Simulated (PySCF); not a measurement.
# Atomic charges against the basis set

CH2ClF3Si.
Structure used (PBE0-D3(BJ)/def2-SVP), in Å, numbered top down from 1:
```xyz
8
CH2ClF3Si angstrom
F      1.8286    0.2074   -0.5392
C      0.8949   -0.0012    0.3947
F      1.0069    0.9717    1.3053
F      1.1874   -1.1610    1.0071
Si    -0.8826   -0.1053   -0.3510
Cl    -1.2869    1.6695   -1.3023
H     -0.8965   -1.2234   -1.3267
H     -1.8310   -0.3145    0.7713
```

PBE0 throughout (PySCF), one geometry, spherical d and f functions. Geometry: PBE0-D3(BJ)/def2-SVP; no solvent, vibrations or thermal averaging. Atoms taken as equivalent share a column and are averaged.

Mulliken charges (e):

```tsv
basis	functions	F1/F3/F4	C2	Si5	Cl6	H7/H8
STO-3G	40	-0.111	+0.183	+0.641	-0.333	-0.080
6-31G	66	-0.265	+0.515	+0.660	-0.268	-0.056
pcSseg-0	66	-0.319	+0.485	+0.812	-0.353	+0.007
6-31G*	96	-0.289	+0.718	+0.455	-0.240	-0.034
cc-pVDZ	102	-0.169	+0.366	+0.371	-0.199	-0.016
def2-SVP	102	-0.189	+0.350	+0.532	-0.234	-0.040
aug-cc-pVDZ	164	-0.450	+1.162	+0.124	-0.365	+0.214
6-311+G(2d,p)	190	-0.274	+0.520	+0.542	-0.205	-0.018
def2-TZVP	210	-0.157	+0.356	+0.305	-0.215	+0.013
cc-pVTZ	216	-0.156	+0.337	+0.327	-0.191	-0.002
IGLO-III	248	-0.191	+0.305	+0.915	-0.359	-0.144
```

IAO charges (e):

```csv
basis,functions,F1/F3/F4,C2,Si5,Cl6,H7/H8
STO-3G,40,-0.140,+0.222,+0.665,-0.285,-0.092
6-31G,66,-0.252,+0.499,+0.621,-0.258,-0.052
pcSseg-0,66,-0.249,+0.492,+0.612,-0.254,-0.051
6-31G*,96,-0.273,+0.556,+0.752,-0.290,-0.099
cc-pVDZ,102,-0.272,+0.554,+0.746,-0.288,-0.098
def2-SVP,102,-0.273,+0.550,+0.760,-0.282,-0.104
aug-cc-pVDZ,164,-0.279,+0.564,+0.755,-0.291,-0.095
"6-311+G(2d,p)",190,-0.280,+0.556,+0.781,-0.292,-0.103
def2-TZVP,210,-0.282,+0.564,+0.791,-0.295,-0.107
cc-pVTZ,216,-0.280,+0.565,+0.778,-0.295,-0.104
IGLO-III,248,-0.281,+0.560,+0.786,-0.291,-0.105
```

Hirshfeld charges (e):

| basis | functions | F1/F3/F4 | C2 | Si5 | Cl6 | H7/H8 |
| --- | --- | --- | --- | --- | --- | --- |
| STO-3G | 40 | -0.082 | +0.173 | +0.454 | -0.268 | -0.057 |
| 6-31G | 66 | -0.093 | +0.170 | +0.324 | -0.131 | -0.041 |
| pcSseg-0 | 66 | -0.097 | +0.166 | +0.353 | -0.128 | -0.049 |
| 6-31G* | 96 | -0.086 | +0.160 | +0.321 | -0.122 | -0.051 |
| cc-pVDZ | 102 | -0.086 | +0.152 | +0.325 | -0.107 | -0.057 |
| def2-SVP | 102 | -0.092 | +0.161 | +0.329 | -0.095 | -0.060 |
| aug-cc-pVDZ | 164 | -0.095 | +0.157 | +0.336 | -0.101 | -0.054 |
| 6-311+G(2d,p) | 190 | -0.097 | +0.160 | +0.337 | -0.099 | -0.054 |
| def2-TZVP | 210 | -0.094 | +0.157 | +0.330 | -0.096 | -0.055 |
| cc-pVTZ | 216 | -0.091 | +0.158 | +0.327 | -0.101 | -0.055 |
| IGLO-III | 248 | -0.098 | +0.158 | +0.328 | -0.086 | -0.054 |

ESP-fitted charges (e):

| basis | functions | F1/F3/F4 | C2 | Si5 | Cl6 | H7/H8 |
| --- | --- | --- | --- | --- | --- | --- |
| STO-3G | 40 | -0.099 | +0.230 | +0.450 | -0.296 | -0.044 |
| 6-31G | 66 | -0.178 | +0.446 | +0.287 | -0.214 | +0.007 |
| pcSseg-0 | 66 | -0.186 | +0.448 | +0.383 | -0.231 | -0.021 |
| 6-31G* | 96 | -0.107 | +0.249 | +0.159 | -0.132 | +0.022 |
| cc-pVDZ | 102 | -0.137 | +0.359 | +0.079 | -0.096 | +0.035 |
| def2-SVP | 102 | -0.144 | +0.363 | +0.124 | -0.095 | +0.021 |
| aug-cc-pVDZ | 164 | -0.140 | +0.354 | +0.060 | -0.082 | +0.044 |
| 6-311+G(2d,p) | 190 | -0.147 | +0.376 | +0.041 | -0.072 | +0.048 |
| def2-TZVP | 210 | -0.140 | +0.353 | +0.059 | -0.071 | +0.039 |
| cc-pVTZ | 216 | -0.130 | +0.323 | +0.078 | -0.080 | +0.035 |
| IGLO-III | 248 | -0.135 | +0.343 | -0.004 | -0.048 | +0.057 |

Question: Which scheme is steadiest as the basis changes?

Answer: Largest range over the bases for any column: Hirshfeld 0.18 e, IAO 0.34 e, ESP-fitted 0.45 e, Mulliken 0.98 e. Hirshfeld charges move least and Mulliken charges most, counted in e. Without the minimal STO-3G basis the ranges are Hirshfeld 0.04, IAO 0.18, ESP-fitted 0.39, Mulliken 0.86 e.

Question: How much do the charges still move between the two largest bases, cc-pVTZ and IGLO-III?

Answer: At most, over all atoms: Mulliken 0.589 e, IAO 0.008 e, Hirshfeld 0.015 e, ESP-fitted 0.081 e.

Question: What do the same runs give for the total energy, the frontier levels and the dipole moment?

Answer: 
| basis | energy (Eh) | HOMO (eV) | LUMO (eV) | μ (D) |
| --- | --- | --- | --- | --- |
| STO-3G | -1074.8602 | -5.25 | 4.04 | 2.33 |
| 6-31G | -1087.7818 | -9.39 | -0.69 | 2.37 |
| pcSseg-0 | -1086.2968 | -9.53 | -0.70 | 2.43 |
| 6-31G* | -1087.9294 | -9.12 | -0.29 | 1.70 |
| cc-pVDZ | -1087.9936 | -9.12 | -0.18 | 1.69 |
| def2-SVP | -1087.4802 | -9.19 | -0.11 | 1.75 |
| aug-cc-pVDZ | -1088.0274 | -9.36 | -0.68 | 1.84 |
| 6-311+G(2d,p) | -1088.1119 | -9.41 | -0.69 | 1.87 |
| def2-TZVP | -1088.1527 | -9.34 | -0.42 | 1.78 |
| cc-pVTZ | -1088.1409 | -9.28 | -0.37 | 1.72 |
| IGLO-III | -1088.1493 | -9.32 | -0.33 | 1.81 |

The dipole is fixed by the density alone, so its range of 0.74 D shows that the density itself changes with the basis, not only its division among atoms.
